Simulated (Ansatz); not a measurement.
Several settings on one geometry of `SCCCCc1ccc(/N=N/c2ccccc2)cc1` (that of the charge 0 singlet, PBE-D4/def2-SVP). Ansatz on 2 threads of AMD EPYC 7R13 on a shared host and a share (18 GiB) of an NVIDIA H100 80GB HBM3; times are rough.

```xyz
37

S    -5.335   -1.038    3.012
C    -5.209   -1.152    1.185
C    -4.325   -0.085    0.542
C    -4.198   -0.257   -0.975
C    -3.321    0.816   -1.655
C    -1.875    0.770   -1.223
C    -1.373    1.644   -0.238
C    -0.043    1.559    0.188
C     0.822    0.594   -0.368
N     2.144    0.590    0.124
N     2.915   -0.261   -0.415
C     4.236   -0.270    0.085
C     5.120   -1.182   -0.532
C     6.452   -1.268   -0.109
C     6.909   -0.446    0.935
C     6.028    0.463    1.556
C     4.699    0.556    1.138
C     0.331   -0.290   -1.358
C    -0.997   -0.197   -1.772
H    -5.954    0.176    3.042
H    -6.229   -1.153    0.744
H    -4.789   -2.165    1.007
H    -3.323   -0.110    1.020
H    -4.745    0.922    0.767
H    -3.779   -1.263   -1.200
H    -5.209   -0.235   -1.439
H    -3.380    0.677   -2.755
H    -3.743    1.821   -1.439
H    -2.040    2.405    0.198
H     0.364    2.234    0.955
H     4.725   -1.809   -1.346
H     7.139   -1.979   -0.593
H     7.955   -0.513    1.271
H     6.391    1.103    2.375
H     3.986    1.255    1.599
H     1.024   -1.031   -1.781
H    -1.375   -0.884   -2.547
```

Totals from different functionals, basis sets or treatments of relativity can't be compared as stabilities.

The 6-31G sets use Cartesian d functions.

Scalar relativity in a set contracted without it gives distorted totals.

Give the basis size and estimate the energy, ⟨S²⟩ and time of these runs.

```json
{"run": "1", "method": "RKS r2SCAN50/cc-pVDZ", "charge": "0", "state": "singlet", "further keys": "scf: {omitted_lower_state_checks: [starts]}"}
{"run": "2", "method": "RKS rPW86-PBE/def2-SVPD", "charge": "0", "state": "singlet", "further keys": "fitting: {mean_field: def2-universal-jkfit}; pseudopotentials: {relativity: scalar}; scf: {omitted_lower_state_checks: [starts]}"}
{"run": "3", "method": "RKS PBE0-D3(BJ)/def2-SVP", "charge": "0", "state": "singlet", "further keys": "scf: {lower_state_search: off}"}
{"run": "4", "method": "RKS r2SCANh-D3(BJ)-ATM/6-31G*", "charge": "0", "state": "singlet", "further keys": "point_charges: [{charge: 0.50, position_ang: [12.304, -0.453, 0.858]}]; scf: {omitted_lower_state_checks: [starts]}"}
```


| run | functions | energy (Eh) | ⟨S²⟩ | wall time |
| --- | --- | --- | --- | --- |
| 1 | 360 | -1127.6500 | – | 6 s |
| 2 | 531 | -1130.8359 | – | 8 s |
| 3 | 360 | -1126.5943 | – | 2.8 s |
| 4 | 325 | -1127.6979 | – | 4.3 s |
